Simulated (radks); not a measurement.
These are the eigenvalues of the occupied orbitals of an atom or ion with whole-number occupations (hartree). Method: scalar-relativistic Kohn-Sham, PBE, spin-polarised, spherical densities, point nucleus; computed with a radial shooting solver on a logarithmic mesh with Libxc functionals.

1s: -56.84247
2s: -5.24203
2p: -3.82696

Which element is it, and in what charge state? The configuration may be excited.

Answer. Z = 13, aluminium, charge +3: Al3+ in [Ne] 3s(up 0, down 0). The list shows which subshells hold electrons but not how many an open one holds; the 1s level, -56.842 hartree, gives Z - s = 10.7 by -(Z - s)^2/2, which with screening and relativity narrows Z to a few neighbours, and the depths of the outer levels then fix element, charge and occupations together.
